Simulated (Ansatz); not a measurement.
A nudged elastic band was laid between two geometries of CH$_{6}$BN$_{3}$O (12 atoms, charge 0, multiplicity 1).

Theory: RKS PBE/def2-SVP (Ansatz 0.2.0).

| Item | Value |
| --- | --- |
| movable images | 7 |
| climbing image | yes |
| spring | 5.0 eV/Å² |
| optimiser | quadratic models (default) |
| start path | IDPP |
| force threshold | 0.03 eV/Å |
| iteration limit | 60 |
| end points | relaxed |

Image 0:

```xyz
12
Properties=species:S:1:pos:R:3
N -1.608 0.381 0.187
C -0.185 0.424 0.110
O 0.169 1.773 0.183
N 0.459 -0.491 1.078
B 1.103 -1.176 0.000
N 0.547 -0.285 -1.002
H -2.039 0.965 -0.537
H -1.958 -0.580 0.135
H 1.057 1.817 -0.219
H 0.598 -0.271 2.062
H 1.832 -2.141 -0.060
H 0.102 -0.470 -1.903
```

Image 8:

```xyz
12
Properties=species:S:1:pos:R:3
N -1.406 0.541 -0.462
C -0.044 0.376 -0.016
O 0.511 1.644 0.184
N 0.247 -0.476 1.162
B 1.007 -1.342 0.284
N 0.707 -0.554 -0.879
H -1.937 1.054 0.254
H -1.855 -0.377 -0.573
H 0.204 2.187 -0.569
H 0.489 -0.048 2.058
H 1.639 -2.359 0.462
H 0.515 -0.700 -1.869
```

Q: What changes between the two ends?

A: No bond is made or broken. The height of N1 over the plane of its neighbours goes from 0.34 to -0.39 Å.

Q: Give the energies along the band, and the barrier.

A: The forces met the threshold. The highest image is number 3 of 0 to 8, 0.090 eV above the first end and 0.100 eV above the last; the last end lies 0.010 eV below the first. The profile has 2 maxima (images 3, 6) with wells between them (image 4): this band takes more than one step, which may be the mechanism or a detour left from its start path. A vibrational analysis at the climbing image gives one clearly imaginary mode, 512i cm⁻¹: a first-order saddle point.

```json
{"image": "0", "path coordinate (Å)": "0.00", "energy (eV)": "0.000", "height of N1 over the plane of its neighbours (Å)": "0.34"}
{"image": "1", "path coordinate (Å)": "0.17", "energy (eV)": "0.011", "height of N1 over the plane of its neighbours (Å)": "0.29"}
{"image": "2", "path coordinate (Å)": "0.35", "energy (eV)": "0.056", "height of N1 over the plane of its neighbours (Å)": "0.16"}
{"image": "3", "path coordinate (Å)": "0.52", "energy (eV)": "0.090", "height of N1 over the plane of its neighbours (Å)": "-0.02"}
{"image": "4", "path coordinate (Å)": "0.97", "energy (eV)": "-0.011", "height of N1 over the plane of its neighbours (Å)": "-0.36"}
{"image": "5", "path coordinate (Å)": "1.43", "energy (eV)": "-0.004", "height of N1 over the plane of its neighbours (Å)": "-0.38"}
{"image": "6", "path coordinate (Å)": "1.88", "energy (eV)": "0.048", "height of N1 over the plane of its neighbours (Å)": "-0.38"}
{"image": "7", "path coordinate (Å)": "2.33", "energy (eV)": "0.023", "height of N1 over the plane of its neighbours (Å)": "-0.39"}
{"image": "8", "path coordinate (Å)": "2.79", "energy (eV)": "-0.010", "height of N1 over the plane of its neighbours (Å)": "-0.39"}
```

Q: What is the geometry of the highest image?

A: 
```xyz
12
Properties=species:S:1:pos:R:3
N -1.588 0.327 -0.109
C -0.191 0.388 0.020
O 0.155 1.745 0.079
N 0.347 -0.488 1.093
B 1.136 -1.185 0.119
N 0.681 -0.349 -0.971
H -2.087 1.123 -0.492
H -2.088 -0.490 0.221
H 1.063 1.779 -0.280
H 0.425 -0.196 2.068
H 1.897 -2.124 0.186
H 0.326 -0.586 -1.900
```

Run time: 100 s on 2 threads of Intel(R) Xeon(R) 6975P-C (Granite Rapids) (shared host), peak memory 0.16 GiB.
